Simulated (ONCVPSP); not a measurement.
# A failed generation for lead

Input:

```
# ATOM AND REFERENCE CONFIGURATION
# atsym  z   nc   nv     iexc    psfile
  Pb 82.00   10    5  -116133      upf
#
#   n    l    f
    1    0    2.00
    2    0    2.00
    2    1    6.00
    3    0    2.00
    3    1    6.00
    3    2   10.00
    4    0    2.00
    4    1    6.00
    4    2   10.00
    4    3   14.00
    5    0    2.00
    5    1    6.00
    5    2   10.00
    6    0    2.00
    6    1    2.00
#
# PSEUDOPOTENTIAL AND OPTIMIZATION
# lmax
    2
#
#   l,   rc,      ep,       ncon, nbas, qcut
    0    1.50    0.00    4    8    7.90
    1    2.20    0.00    4    8   10.50
    2    1.40    0.00    3    6    6.20
#
# LOCAL POTENTIAL
# lloc, lpopt,  rc(5),   dvloc0
    4    5    1.10    0.00
#
# VANDERBILT-KLEINMAN-BYLANDER PROJECTORs
# l, nproj, debl
    0    2    3.40
    1    2    2.10
    2    2    2.60
#
# MODEL CORE CHARGE
# icmod, fcfact, rcfact
    1    0.20    0.00
#
# LOG DERIVATIVE ANALYSIS
# epsh1, epsh2, depsh
   -7.00    5.00    0.04
#
# OUTPUT GRID
# rlmax, drl
    6.00    0.01
#
# TEST CONFIGURATIONS
# ncnf
    4
# nvcnf
#   n    l    f
    5
    5    0    2.00
    5    1    6.00
    5    2   10.00
    6    0    2.00
    6    1    1.00
#
    5
    5    0    2.00
    5    1    6.00
    5    2   10.00
    6    0    2.00
    6    1    0.00
#
    5
    5    0    2.00
    5    1    6.00
    5    2   10.00
    6    0    1.00
    6    1    0.00
#
    5
    5    0    2.00
    5    1    6.00
    5    2   10.00
    6    0    0.00
    6    1    0.00
#
```

```bash
oncvpspr.x < Pb.dat > Pb.out
```

End of the output:

```
    Energy error per electron        Cutoff
         Ha          eV             Ha
         0.01000     0.27211       17.23
         0.00100     0.02721       24.58
         0.00010     0.00272       29.71
         0.00001     0.00027       63.34

Calculating optimized projector #   1

 for l=   1

    Fraction of norm inside rc  0.996154
    Optimizing pswf for qcut=  10.51 a_B^-1,  ecut=  55.22 Ha
    Residual kinetic energy error=  2.79D-10 Ha
 ERROR pspot:  first pseudo wave function has node,          program will stop
 ERROR pspot: try changing psp parameters for this l
```

Why did it fail, and what change makes it run?

The run stopped because the optimised pseudo-wave of the first projector has a node, so the radial equation cannot be inverted for a potential. A run that differs only in the following succeeds: p: rc 1.5. This is one of several that fit.
